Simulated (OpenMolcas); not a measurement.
OpenMolcas run: Ge

Input:

```
&GATEWAY
Coord
1

Ge 0.0 0.0 0.0
Basis=ANO-R1
Group=XYZ
NoMove
AngMom=0.0 0.0 0.0
AMFI
&SEWARD
&RASSCF
FileOrb=start.orb
Symmetry=1
Spin=3
nActEl=4 0 0
Inactive=8 6
Ras2=1 3
CIRoot=3 3 1
SDav=6
CIMx=300
Iter=120 100
PrWF=0.3
OrbListing=Nothing
MaxOrb=0
Atom
>>> COPY $Project.JobIph JOB001
&RASSCF
FileOrb=start.orb
Symmetry=1
Spin=1
nActEl=4 0 0
Inactive=8 6
Ras2=1 3
CIRoot=6 6 1
SDav=12
CIMx=300
Iter=120 100
PrWF=0.3
OrbListing=Nothing
MaxOrb=0
Atom
>>> COPY $Project.JobIph JOB002
&RASSCF
FileOrb=start.orb
Symmetry=2
Spin=5
nActEl=4 0 0
Inactive=8 6
Ras2=1 3
CIRoot=1 1 1
SDav=1
CIMx=300
Iter=120 100
PrWF=0.3
OrbListing=Nothing
MaxOrb=0
Atom
>>> COPY $Project.JobIph JOB003
&RASSCF
FileOrb=start.orb
Symmetry=2
Spin=3
nActEl=4 0 0
Inactive=8 6
Ras2=1 3
CIRoot=5 5 1
SDav=9
CIMx=300
Iter=120 100
PrWF=0.3
OrbListing=Nothing
MaxOrb=0
Atom
>>> COPY $Project.JobIph JOB004
&RASSI
NrOfJobIphs=4 3 6 1 5
1 2 3
1 2 3 4 5 6
1
1 2 3 4 5
IphNames
JOB001
JOB002
JOB003
JOB004
EJob
SpinOrbit
DIPRint=1.0
SOCoupling=1000.0
Subsets=2
MEES
Property=10
'ANGMOM' 1 'ANGMOM' 2 'ANGMOM' 3 'MLTPL  1' 1 'MLTPL  1' 2 'MLTPL  1' 3
'AMFI' 1 'AMFI' 2 'AMFI' 3 'MLTPL  2' 6
SOProperty=3
'ANGMOM' 1 'ANGMOM' 2 'ANGMOM' 3
```

A driver script runs the steps one by one and writes start.orb anew before each from the orbitals found so far.

Output, cut to the results:

```
--- SEWARD ---
Basis set label: GE.ANO-R...5S4P3D1F.

      Electronic valence basis set:
      ------------------
      Associated Effective Charge  32.000000 au
      Associated Actual Charge     32.000000 au
      Nuclear Model: Finite nucleus - Gaussian distribution
        Gaussian exponent, Xi/bohr**(-2):  2.52356E+08

      Shell  nPrim  nBasis  Cartesian Spherical Contaminant
         s      20       5        X
         p      15       4        X
         d       9       3                 X
         f       6       1                 X
                  Relativistic X2C integrals
                  Atomic mean-field integrals
--- RASSCF ---
Wave function specifications:
      -----------------------------

      Number of closed shell electrons          28
      Number of electrons in active shells       4
      Max number of holes in RAS1 space          0
      Max nr of electrons in RAS3 space          0
      Number of inactive orbitals               14
      Number of active orbitals                  4
      Number of secondary orbitals              21
      Spin quantum number                      1.0
      State symmetry                             1
Orbital specifications:
      -----------------------

      Symmetry species                           1   2
                                                ag  au
      Frozen orbitals                            0   0
      Inactive orbitals                          8   6
      Active orbitals                            1   3
      RAS1 orbitals                              0   0
      RAS2 orbitals                              1   3
      RAS3 orbitals                              0   0
      Secondary orbitals                        11  10
      Deleted orbitals                           0   0
      Number of basis functions                 20  19
      Number of CSFs                             6
      Number of root(s) required                 3
      Iter CI   SX   CI       RASSCF       Energy    max ROT     max BLB   max BLB  Level Ln srch  Step   QN
          iter iter root      energy       change     param      element    value   shift minimum  type update
 Nr of preliminary CI iterations:   1
      Total energies have been shifted. Add                -2000.00 au
        1   1    6    0   -97.11614204    0.00E+00   1.50E-02    8  14 1 -2.73E-02*  0.00   0.00    SX    NO
        2   1    5    0   -97.11668113   -5.39E-04*  3.09E-03    8  14 1  1.94E-02*  0.00   0.00    SX    NO
        3   1    5    0   -97.11678669   -1.06E-04*  2.11E-03    8  14 1 -1.32E-02*  0.00   0.00    SX    NO
        4   1    5    0   -97.11683287   -4.62E-05*  1.35E-03    8  14 1  8.86E-03*  0.00   0.00    SX    NO
        5   1    5    0   -97.11685369   -2.08E-05*  5.40E-04    8  14 1 -5.96E-03*  0.00   0.60    LS   YES
        6   1    5    0   -97.11687081   -1.71E-05*  4.83E-05    9  10 1  5.93E-05   0.00   1.00    QN   YES
        7   1    4    0   -97.11687081   -4.19E-09   1.57E-05    9  10 1  1.46E-05   0.00   1.31    QN   YES
      Convergence after  7 iterations
        8   1    4    0   -97.11687081   -2.62E-10   1.57E-05    8  14 1  5.31E-07   0.00   1.31    QN   YES
      Natural orbitals and occupation numbers for root  1
      sym 1:   1.973909
      sym 2:   1.000000   0.026091   1.000000
      Natural orbitals and occupation numbers for root  2
      sym 1:   1.973909
      sym 2:   0.026091   1.000000   1.000000
      Natural orbitals and occupation numbers for root  3
      sym 1:   1.973909
      sym 2:   1.000000   1.000000   0.026091
::    RASSCF root number  1 Total energy:  -2097.11687081
::    RASSCF root number  2 Total energy:  -2097.11687081
::    RASSCF root number  3 Total energy:  -2097.11687081
--- RASSCF ---
Wave function specifications:
      -----------------------------

      Number of closed shell electrons          28
      Number of electrons in active shells       4
      Max number of holes in RAS1 space          0
      Max nr of electrons in RAS3 space          0
      Number of inactive orbitals               14
      Number of active orbitals                  4
      Number of secondary orbitals              21
      Spin quantum number                      0.0
      State symmetry                             1
Orbital specifications:
      -----------------------

      Symmetry species                           1   2
                                                ag  au
...
--- RASSI ---
SPIN-FREE ENERGIES:
  (Shifted by EMIN (a.u.) =      -2097.1168708104)

 SF State       Relative EMIN(au)   Rel lowest level(eV)    D:o, cm**(-1)      L_eff

     1             0.0000000000        0.0000000000              0.0000         1.0
     2             0.0000000000        0.0000000000              0.0000         1.0
     3             0.0000000000        0.0000000000              0.0000         1.0
     4             0.0398102302        1.0832915510           8737.3356         2.0
     5             0.0398102302        1.0832915510           8737.3356         2.0
     6             0.0398102302        1.0832915510           8737.3356         2.0
     7             0.0398102302        1.0832915510           8737.3356         2.0
     8             0.0398102302        1.0832915510           8737.3356         2.0
     9             0.0749585447        2.0397259131          16451.4990         0.0
    10             0.1345154037        3.6603506063          29522.7186         0.0
    11             0.2742040525        7.4614723828          60180.8333         2.0
    12             0.2742040525        7.4614723828          60180.8333         2.0
    13             0.2742040525        7.4614723828          60180.8333         2.0
    14             0.2742040525        7.4614723828          60180.8333         2.0
    15             0.2742040525        7.4614723828          60180.8333         2.0
     Dipole printing threshold changed to   1.00000000E+00

++ Dipole transition strengths (spin-free states):
   -----------------------------------------------
     for osc. strength at least  1.00000000E+00

  ( Max oscillator strength is only   0.12234195189531494      )
--
Eigenvalues of complex Hamiltonian:
   -----------------------------------
  (Shifted by EMIN (a.u.) =      -2097.1168708104)

 SO State       Relative EMIN(au)   Rel lowest level(eV)    D:o, cm**(-1)     J-value

...
```

The J values that RASSI prints are effective ones from its own formula and need not be integers or half-integers; the table below assigns J from the states.

Levels above the lowest, from the spin-orbit matrix, grouped by J:

| Configuration | Term | J | E (cm⁻¹) | Measured (cm⁻¹) | g | Term weight % |
| --- | --- | --- | --- | --- | --- | --- |
| 4s² 4p² | ³P | 0 | 0.0 | 0.0 |  | 100 |
| 4s² 4p² | ³P | 1 | 465 | 557 | 1.501 | 100 |
| 4s² 4p² | ³P | 2 | 1217 | 1410 | 1.499 | 100 |
| 4s² 4p² | ¹D | 2 | 9632 | 7125 | 1.002 | 100 |
| 4s² 4p² | ¹S | 0 | 17382 | 16367 |  | 100 |
| 4s 4p³ | ⁵S° | 2 | 30381 | 41927 | 2.002 | 100 |

Against the 5 measured excited levels shown (NIST Handbook of Basic Atomic Spectroscopic Data) the mean absolute deviation is 3100 cm-1; the largest miss in energy is 4s 4p³ ⁵S°₂: computed 30381, measured 41927 cm⁻¹ (-27.5 %), and the largest in proportion 4s² 4p² ¹D₂ (+35.2 %).

Without dynamic correlation excited terms often stand tens of per cent too high (terms of higher spin than the ground term too low), and those without a measured partner can miss by more than the paired ones. Terms of s pⁿ other than that of highest spin mix with s² pⁿ⁻² d, which this space lacks; all of them can be thousands of cm-1 off, and some have no real level of that name. Measured partners are found by configuration, term and J. A level has none where our copy of the source lacks it or the pairing is in doubt (some pairs that miss far off the trend of their configuration count as doubtful), and it then counts in no deviation. Only configurations of the active space appear. The first state left out of the spin-orbit step lies near 69000 cm-1 above the lowest spin-free state of the reference (among the parities and spins computed), and the list stops at four fifths of that energy or lower.

The term weight is that of the spin-free term in the level, not the purity of its configuration. ° marks odd parity.
